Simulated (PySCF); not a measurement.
Compound: C2H5NO2Si.
Cartesian coordinates in Å at the PBE0-D3(BJ)/def2-SVP level; atoms count from 1:
```
atom  x, y, z in Å
O1    -1.2897   -1.4130    0.7536
C2    -1.8748   -0.5393    0.1652
C3    -1.1507    0.7039   -0.2825
N4     0.0914    0.8507   -0.1201
Si5    1.2446   -0.2793    0.6193
O6     2.7456    0.3703    0.3243
H7    -2.9659   -0.6122   -0.0597
H8    -1.7682    1.4938   -0.7528
H9     1.2749   -1.6188   -0.0175
H10    0.9415   -0.3128    2.0797
H11    2.7882    1.3310    0.3532
```

Theory: PySCF 2.14.0, PBE0-D3(BJ)/def2-SVP geometry optimisation, gas phase.

Masses are those of the commonest isotopes; rigid-rotor values at the optimised geometry. The values belong to one conformer with, in the numbering `[O:1]=[CH:2]/[CH:3]=[N:4]\[SiH2:5][OH:6]`, O1–C2–C3–N4 3°, C3–N4–Si5–O6 171°, N4–Si5–O6–H 36°.

Problem. What are A, B and C (MHz)?

Solution. Ia = 70.46, Ib = 278.39, Ic = 341.56 u·Å²; 505379 MHz·u·Å²/I gives A = 7173, B = 1815, C = 1480 MHz.

Problem. What kind of rotor is it?

Solution. An asymmetric top: κ = (2 × 1815 − 7173 − 1480)/(7173 − 1480) = -0.88.

Problem. What does the inertial defect say?

Solution. Not planar: Δ = Ic − Ia − Ib = -7.28 u·Å². For a rigid frame Δ = −2 Σ m c², so Σ m c² = 3.64 u·Å² lies off the ab plane: 3.27 from hydrogen and 0.37 from heavier atoms. The atom farthest from that plane is 1.38 Å away.

Problem. Where do the levels up to J = 4 lie, in MHz?

Solution. Above 0(0,0):
J = 1: 1(0,1) 3295, 1(1,1) 8653, 1(1,0) 8988
J = 2: 2(0,2) 9870, 2(1,2) 14907, 2(1,1) 15914, 2(2,1) 31987, 2(2,0) 32002
J = 3: 3(0,3) 19694, 3(1,3) 24279, 3(1,2) 26293, 3(2,2) 41872, 3(2,1) 41948, 3(3,1) 69508, 3(3,0) 69509
J = 4: 4(0,4) 32723, 4(1,4) 36758, 4(1,3) 40113, 4(2,3) 55040, 4(2,2) 55267, 4(3,2) 82718, 4(3,1) 82721, 4(4,1) 121369, 4(4,0) 121369
Those of J = 1 are B + C, A + C and A + B.

Problem. Which lines would a microwave search look for?

Solution. The dipole components are |μa| = 2.35 D, |μb| = 2.20 D, |μc| = 0.57 D. Intensities carry the squares of the components, which stand as 1.00 : 0.87 : 0.06 (a : b : c). Some of the stronger lines:

```
type  branch         J(Ka,Kc)    MHz  lower level (cm⁻¹)
   a       Q  1(1,0) ← 1(1,1)    336               0.289
   a       Q  2(1,1) ← 2(1,2)   1007               0.497
   b       R  2(0,2) ← 1(1,1)   1217               0.289
   a       R  1(0,1) ← 0(0,0)   3295               0.000
   c       Q  2(1,2) ← 2(0,2)   5037               0.329
   c       Q  1(1,1) ← 1(0,1)   5358               0.110
   b       Q  1(1,0) ← 1(0,1)   5693               0.110
   b       Q  2(1,1) ← 2(0,2)   6044               0.329
   a       R  2(1,2) ← 1(1,1)   6254               0.289
   a       R  2(0,2) ← 1(0,1)   6575               0.110
   a       R  2(1,1) ← 1(1,0)   6926               0.300
   b       R  1(1,1) ← 0(0,0)   8653               0.000
   c       R  1(1,0) ← 0(0,0)   8988               0.000
   b       R  2(1,2) ← 1(0,1)  11612               0.110
   c       R  2(1,1) ← 1(0,1)  12619               0.110
   c       Q  2(2,1) ← 2(1,1)  16073               0.531
   b       Q  2(2,0) ← 2(1,1)  16088               0.531
   b       Q  2(2,1) ← 2(1,2)  17080               0.497
   b       R  2(2,1) ← 1(1,0)  22998               0.300
   c       R  2(2,0) ← 1(1,0)  23014               0.300
   c       R  2(2,1) ← 1(1,1)  23334               0.289
   b       R  2(2,0) ← 1(1,1)  23350               0.289
```

No PBE0-D3(BJ)/def2-SVP frequencies stand behind this structure, so it isn't proved a minimum. Zero-point vibration and centrifugal distortion are left out. Quadrupole hyperfine structure (14N) is left out.
